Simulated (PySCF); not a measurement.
WO₂Cl₂, SMILES [Cl][W](=[O])(=[O])[Cl], multiplicity 1.

Geometry optimised at B3LYP-D3(BJ)/def2-SVP. The spin state was assumed, not searched. The isomer is the one that the SMILES or the coordinates give; other isomers of the formula were not compared. The def2 effective core potentials stand for the cores of W; spin–orbit coupling is left out.

Computed with TDDFT-B3LYP/def2-SVPD (PySCF).

Vertical excitations. The molecule is in vacuum. State labels are in the subgroup C2v.

| state | symmetry | energy (eV) | λ (nm) | f | main pairs |
|---|---|---|---|---|---|
| S1 | B2 | 4.56 | 272 | 0.004 | HOMO→LUMO 96 % |
| S2 | A2 | 4.88 | 254 | 0.000 | HOMO−1→LUMO 99 % |
| S3 | B1 | 4.91 | 253 | 0.000 | HOMO→LUMO+1 84 %, HOMO−2→LUMO 13 % |
| S4 | B1 | 5.14 | 241 | 0.034 | HOMO−2→LUMO 69 %, HOMO−5→LUMO 13 %, HOMO→LUMO+1 13 % |
| S5 | B2 | 5.23 | 237 | 0.000 | HOMO−3→LUMO 98 % |
| S6 | A1 | 5.37 | 231 | 0.002 | HOMO−4→LUMO 78 %, HOMO−1→LUMO+1 18 % |
| S7 | A2 | 5.49 | 226 | 0.000 | HOMO→LUMO+2 96 % |
| S8 | B2 | 5.77 | 215 | 0.003 | HOMO−2→LUMO+1 91 % |
| S9 | B1 | 5.79 | 214 | 0.010 | HOMO−5→LUMO 62 %, HOMO−3→LUMO+1 28 % |
| S10 | A2 | 5.86 | 212 | 0.000 | HOMO−4→LUMO+1 94 % |
| T1 | B2 | 4.17 | 297 | 0 | HOMO→LUMO 95 % |
| T2 | B1 | 4.54 | 273 | 0 | HOMO→LUMO+1 73 %, HOMO−2→LUMO 22 % |
| T3 | B1 | 4.68 | 265 | 0 | HOMO−2→LUMO 76 %, HOMO→LUMO+1 21 % |
| T4 | A2 | 4.70 | 264 | 0 | HOMO−1→LUMO 97 % |
Triplets are in the Tamm–Dancoff approximation, which puts them higher than full response would, so one can lie above its singlet here.
